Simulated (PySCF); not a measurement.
**ReH6 at several levels of theory**

Computed with PySCF 2.14.0 (density fitting, no spin-orbit coupling) at the geometry relaxed with PBE:

```xyz
7
ReH6 (doublet; a saddle point, relaxed within its symmetry)
Re    0.0000    0.0000   -0.1447
H     1.0283    0.0000    1.1540
H    -0.5141    0.8906    1.1540
H    -0.5142   -0.8905    1.1540
H     1.5596    0.0000   -0.7307
H    -0.7798    1.3507   -0.7307
H    -0.7798   -1.3506   -0.7307
```

```tsv
level	basis	state	HOMO (eV)	gap (eV)	charge on Re1 (e)	dipole about the centre of mass (D)	largest force component (eV/Å)
PBE	Re def2-SVP with ECP60, H def2-SVP	doublet	-4.47	0.24	0.34	0.01	0.01
TPSSh	the same	doublet	-5.10	1.20	0.58	0.13	0.29
CAM-B3LYP	the same	doublet	-6.98	4.56	0.57	0.09	0.65
BLYP	the same	doublet	-4.31	0.18	0.42	0.06	0.15
PBE	Re def2-TZVP with ECP60, H def2-TZVP	doublet	-4.51	0.24	-0.35	0.04	0.20
PBE	Re x2c-SVPall, H x2c-SVPall	doublet	-4.63	0.21	-0.65	0.06	0.46
```

HOMO and gap are taken over both spins. Charges are Mulliken's, which hang on the basis. The relaxation used the grid (50, 194), these runs (75, 302) or, all-electron (x2c bases, spin-free X2C Hamiltonian), (99, 590).

Q: What does HF with Re def2-SVP with ECP60, H def2-SVP give here?

A: state doublet, HOMO (eV) -8.67, gap (eV) 8.26, charge on Re1 (e) 0.94, dipole about the centre of mass (D) 0.15, largest force component (eV/Å) 1.41. Time: 0.7 s on 2 threads of Arm Neoverse V2 (shared host), from an already converged density.

Open shells may have lower solutions than the one found.

A gap near or under zero over both spins lies within a partly filled shell and is no excitation energy.
